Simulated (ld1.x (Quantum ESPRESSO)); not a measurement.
**Before and after: PAW potential for Pd (Z = 46)**

ld1.x (Quantum ESPRESSO) 7.5 input, shortened:

```
&input
   title='Pd', zed=46., rel=1, dft='PBESOL', iswitch=3,
   config='[Kr] 4d9 5s1 5p0'
 /
 &inputp
   pseudotype=3, lpaw=.true., tm=.true., lloc=-1, rcloc=3.10,
   nlcc=.true., rcore=0.75,
   which_augfun='PSQ', rmatch_augfun_nc=.true.
 /
6
5S  1  0   1.00   0.00  1.80  2.25  0.0
5S  1  0   0.00   1.65  1.80  2.25  0.0
5P  2  1   0.00   0.00  3.25  4.10  0.0
5P  2  1   0.00   1.20  3.25  4.10  0.0
4D  3  2   9.00   0.00  1.20  1.40  0.0
4D  3  2   0.00   0.40  1.20  1.40  0.0
 &test
   configts(1)='4d9 5s1 5p0'
 /
```

Change: waves 5p (bound): rcut 3.25, rcutus 4.24 bohr; 5p channel at 1.2 Ry: rcut 3.25, rcutus 4.24 bohr.

Cutoffs: the cutoffs (Ry, on a coarse ladder) from which the occupation-weighted sum of valence levels, in a spherical-Bessel basis at the reference potential, stays within 10 and 1 mRy of its value at 400 Ry; they do not see the model core or the augmentation charge, which bear on the density cutoff. Errors are all-electron minus pseudo energies relative to the spin-unpolarised reference configuration.

**Question.** What does the change do?

**Answer.** Both files keep a bound ghost (s); of the 7 tests that both files solve, the error grows in 1 and shrinks in 0 by more than 15 % and 0.3 meV (median size 27.3 → 27.3 meV).

| quantity | base | changed |
| --- | --- | --- |
| cutoffs, loose and tight | 55 Ry, 90 Ry | not determined |
| bound ghosts | s | s (p not tested, overlap not positive) |
| error for 4d10 5s0 5p0, meV [ΔE -1.51 eV] | -27 | -27 |
| error for 4d9 5s0 5p0, meV [ΔE 7.61 eV] | -4.3 | -4.3 |
| error for 4d8 5s0 5p0, meV [ΔE 28.43 eV] | -56 | -56 |
| error for 4d6 5s0 5p0, meV [ΔE 112.10 eV] | -1137 | -1137 |
| error for 4d9.5 5s0 5p0, meV [ΔE 1.73 eV] | -15 | -15 |
| error for 4d9 5s0 5p1, meV [ΔE 3.80 eV] | -1.3 | -1.6 |
| error for 4d7 5s0 5p0, meV [ΔE 62.77 eV] | -360 | -360 |
| lowest overlap eigenvalue by channel | s 0.57, p 0.54, d 1.00 | s 0.57, p -20.66, d 1.00 |

Changed file: the overlap operator is not positive definite in a basis up to 400 Ry (lowest eigenvalue p -20.66), so the file is unfit for use: the generalised eigenproblem breaks down once the basis is large enough, and its test numbers describe a broken file. A true bound ghost makes a file unfit for plane-wave use even where its test errors are small: the radial tests pick states by their node count and pass the ghost by.
